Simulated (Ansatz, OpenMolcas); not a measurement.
**GeSiH3ClO (SMILES Cl[SiH]1[O][GeH2]1): methods side by side**

GeSiH3ClO: 7 atoms, total charge 0, spin state singlet. SMILES: `Cl[SiH]1[O][GeH2]1`. Geometry: relaxed at PBE0-D4/def2-TZVP.

Quantity: the vertical energy of the triplet above the singlet, in eV. The values are calculated.

```
                                 level                    kind     program  value (eV)
       HF/6-31G* (spherical functions)            Hartree–Fock  OpenMolcas        3.46
    SVWN5/6-31G* (spherical functions)                     LDA      Ansatz        3.64
      PBE/6-31G* (spherical functions)                     GGA      Ansatz        3.52
    M06-L/6-31G* (spherical functions)                meta-GGA  OpenMolcas        3.79
    B3LYP/6-31G* (spherical functions)           global hybrid      Ansatz        3.65
  r2SCAN0/6-31G* (spherical functions)         hybrid meta-GGA      Ansatz        3.56
CAM-B3LYP/6-31G* (spherical functions)  range-separated hybrid      Ansatz        3.72
  RPA@PBE/6-31G* (spherical functions)                     RPA      Ansatz        3.74
      MP2/6-31G* (spherical functions)     perturbation theory      Ansatz        3.94
     CCSD/6-31G* (spherical functions)   coupled cluster or CI      Ansatz        3.82
```

All-electron rows without a relativistic Hamiltonian named are non-relativistic. The values span 3.46 to 3.94 eV. In the correlated wave-function rows the outer d shell of Ge is correlated, in sets not made for it.
